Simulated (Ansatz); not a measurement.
Harmonic frequencies (cm⁻¹) at PBE0-D4/def2-TZVP from Ansatz: 40, 67, 196, 204, 250, 277, 286, 316, 380, 427, 560, 628, 706, 707, 752, 772, 3894, 3973.

Each molecule was computed in one conformer, which needn't be the lowest.

Which molecule is it?
A. `[O]=[Nb]([OH])([OH])[OH]`
B. `[CH3][Nb](=[O])([OH])[F]`
C. `[OH][Nb]([OH])([F])([F])[F]`
D. `[CH3][Nb]([OH])([F])=[S]`

C.
